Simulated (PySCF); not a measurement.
Excitations are Tamm–Dancoff values on a coarser integration grid. The basis has no diffuse functions, so Rydberg states are missing or too high.

Z-matrix (Å, degrees):
```
Ga
C 1 1.9433
H 2 1.0894 1 110.33
H 2 1.0902 3 110.17 1 -121.54
H 2 1.0920 3 108.98 4 -118.82
Cl 1 2.1377 2 123.31 3 20.09
Cl 1 2.1379 2 122.89 3 -160.47
```
Charge 0, multiplicity 1.

Q: Give the HOMO–LUMO gap, dipole moment, brightest of the four lowest singlets (TDA), S1 excitation (TDA) and HOMO at the level PBE0-D4/def2-TZVP in PySCF.

A: 
- HOMO–LUMO gap = 7.59 eV
- dipole moment = 2.79 D
- brightest of the four lowest singlets (TDA) = 6.91 eV
- S1 excitation (TDA) = 6.16 eV
- HOMO = -8.79 eV
